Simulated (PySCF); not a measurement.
Species: C5H8NPSi.
InChI=1S/C5H8NPSi/c1-4-2-7-3-6-5(4)8/h2-3H,1,8H3

Method: TDDFT PBE0/def2-SVPD, vertical, gas phase, core orbitals frozen in the response in PySCF. Geometry: GFN2-xTB; no solvent, vibrations or thermal averaging.

| state | E (eV) | ν̃ (cm⁻¹) | f | symmetry | main configurations (H = HOMO, L = LUMO) |
| --- | --- | --- | --- | --- | --- |
| S1 | 3.32 | 26810 | 0.0049 | A″ | H→L (99%) |
| S2 | 4.00 | 32290 | 0.0003 | – | H→L+1 (99%) |
| S3 | 4.73 | 38130 | 0.125 | A′ | H-1→L (60%), H-1→L+1 (18%), H-2→L (15%) |
| S4 | 5.11 | 41240 | 0.112 | A′ | H-1→L+1 (43%), H-1→L (32%), H-2→L (22%) |
| S5 | 5.22 | 42120 | 0.011 | A″ | H-3→L (98%) |
| S6 | 5.83 | 47040 | 0.0020 | A″ | H-3→L+1 (99%) |
| S7 | 5.99 | 48340 | 0.208 | A′ | H-2→L (59%), H-1→L+1 (30%) |
| S8 | 6.20 | 49980 | 0.0050 | A′ | H→L+2 (94%) |

Triplets, Tamm–Dancoff:

```
state  E (eV)  λ (nm)  main configurations (H = HOMO, L = LUMO)
   T1    2.94   422.1                                 H→L (94%)
   T2    3.07   404.2                               H-1→L (92%)
   T3    3.53   351.4                               H→L+1 (90%)
```

The lowest singlet lies at 3.32 eV (373 nm, ultraviolet) and is very weak; its leading configuration is HOMO→LUMO (99%). The most intense listed level is S7 at 5.99 eV (207 nm, f = 0.208), 2.67 eV above S1. Löwdin shares by element: HOMO nitrogen 45%, carbon 19% or more, phosphorus 18% (atoms not listed hold the other 18%); LUMO carbon 43% or more, phosphorus 33% (atoms not listed hold the other 24%). Of the 8 states listed, 4 reach f = 0.01 and 1 stays under 0.0005. Orbital energies (eV): HOMO-3 -8.54, HOMO-2 -8.43, HOMO-1 -7.36, HOMO -6.82, LUMO -2.01, LUMO+1 -1.19, LUMO+2 0.39. The listed states span 2.87 eV, and the widest gap between neighbours is 0.72 eV (S2 to S3). No computed singlet lies in the visible range (380 to 750 nm); the lowest, at 373 nm, stands 0.06 eV above its violet end (3.26 eV); a Tamm–Dancoff triplet lies at 422 nm, without intensity as long as spin–orbit coupling is left out. Symmetry labels in Cs follow from the direction of the transition dipole and are given only for states with f of 0.002 or more. Singlets were solved by full linear response, triplets in the Tamm–Dancoff approximation.

Hardware: one thread of an Arm Neoverse V1, on a shared host. Cost: 45 s of wall time, 0.95 GiB resident at most.
